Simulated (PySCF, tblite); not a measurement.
Isomers of C4H13ClP2Si, one GFN2-xTB conformer each. Single-point energies are computed at PBE0/pcSseg-1 (PySCF, gas phase, no added dispersion term), electronic only.

Question: Rank them by PBE0/pcSseg-1 energy, lowest first (kJ/mol).
A. `[CH3:1][CH2:2][CH2:3][CH2:4][Si:5]([PH2:6])([PH2:7])[Cl:8]` with C1–C2–C3–C4 180°, C2–C3–C4–Si5 179°, C3–C4–Si5–P6 -38°, C4–Si5–P6–H -162° and -70°, C4–Si5–P7–H -167° and -74°
B. `[CH3:1][CH:2]([CH3:3])[CH2:4][Si:5]([PH2:6])([PH2:7])[Cl:8]` with C1–C2–C4–Si5 -169°, C2–C4–Si5–P6 40°, C4–Si5–P6–H -91° and 176°, C4–Si5–P7–H -147° and 120°

Answer: A (0.0), B (6.2).

Neighbours under 10 kJ/mol apart (CCCC[Si](P)(P)Cl and CC(C)C[Si](P)(P)Cl) can change places with a better method, another conformer or zero-point energy. GFN2-xTB itself gives, in the same order: 10.4, 0.0. GFN2-xTB puts CC(C)C[Si](P)(P)Cl lowest instead.

Question: Which frontier levels, dipoles and rotational constants go with these structures?

Answer: 
```tsv
SMILES	HOMO (eV, PBE0/pcSseg-1)	LUMO (eV)	dipole (D)	A, B, C (MHz)
CCCC[Si](P)(P)Cl	-7.42	-0.15	1.31	1171, 486.9, 478.4
CC(C)C[Si](P)(P)Cl	-7.17	-0.52	1.78	1054, 641.8, 589.7
```

Question: What happens when harmonic zero-point energies from GFN2-xTB frequencies are added?

Answer: 
```
            SMILES  ZPE (kJ/mol)  electronic (kJ/mol)  with ZPE (kJ/mol)
  CCCC[Si](P)(P)Cl         416.4                  0.0                0.0
CC(C)C[Si](P)(P)Cl         415.5                  6.2                5.2
```

The zero-point energies span 0.9 kJ/mol. The order is unchanged.
